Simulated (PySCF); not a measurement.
Cartesian coordinates in Å; atom numbers follow the order of the lines, from 1:
```xyz
16

N    -1.579   -0.710    2.518
C    -1.323   -0.428    1.423
C    -0.943   -0.063    0.071
C     0.208   -0.954   -0.453
C     1.506   -0.739    0.333
Si    1.924    1.122    0.356
Si   -0.308    1.772    0.054
H    -1.831   -0.156   -0.576
H     0.364   -0.707   -1.518
H    -0.099   -2.013   -0.421
H     2.327   -1.339   -0.088
H     1.370   -1.072    1.376
H     2.571    1.572    1.624
H     2.789    1.511   -0.801
H    -0.603    2.352   -1.293
H    -0.970    2.587    1.111
```

Geometry: PBE0-D3(BJ)/def2-SVP; GIAO shifts from PySCF, gas phase, non-relativistic, averaged over equivalent atoms.

At HF/pcSseg-1 (178 basis functions, 20 s wall time on 1 thread of an Arm Neoverse N1, shared host):
```
atoms  δ (ppm)
   N1    313.9
   C2    131.6
   C4     25.6
   C3      6.8
   C5      3.7
  Si7    -46.4
  Si6    -60.2
  H16     3.86
  H13     3.75
  H15     3.67
  H14     3.53
  H10     2.24
   H8     1.78
  H11     1.04
  H12     0.93
   H9     0.88
```

Chemical shifts δ = σref − σ; ¹⁵N (265.72 ppm) vs NH3; ¹³C (190.85 ppm), ²⁹Si (393.43 ppm), ¹H (31.69 ppm) against TMS, all at this level.

Predict the values at PBE0/pcSseg-1 on the same geometry.

Results:


```tsv
atoms	δ at PBE0/pcSseg-1	change
N1	307.0	-6.9
C2	126.0	-5.6
C4	31.1	+5.5
C3	13.9	+7.1
C5	8.0	+4.3
Si7	-50.3	-3.9
Si6	-66.1	-5.9
H16	4.17	+0.31
H13	4.05	+0.30
H15	3.99	+0.32
H14	3.80	+0.27
H10	2.40	+0.16
H8	2.25	+0.47
H11	1.30	+0.26
H12	1.20	+0.27
H9	1.04	+0.16
```

Shifts are taken against calculated references (same method and geometry level): ¹⁵N (σ = 265.67 ppm) vs NH3; ¹³C (σ = 184.41 ppm), ²⁹Si (σ = 351.99 ppm), ¹H (σ = 31.27 ppm) against TMS.

The largest change is at C3 (sp3 CH bonded to Si, α to a nitrile). Cost: 178 basis functions, 45 s wall time on 1 thread of an Arm Neoverse N1, shared host. The order of the carbon signals is the same at both levels.

Experimental scales use liquid or dissolved standards, which lie at an offset from isolated NH3 (liquid NH3: subtract about 20 ppm). Unscaled 15N shifts of sp2 nitrogen come out 20 to 40 ppm too high even then.
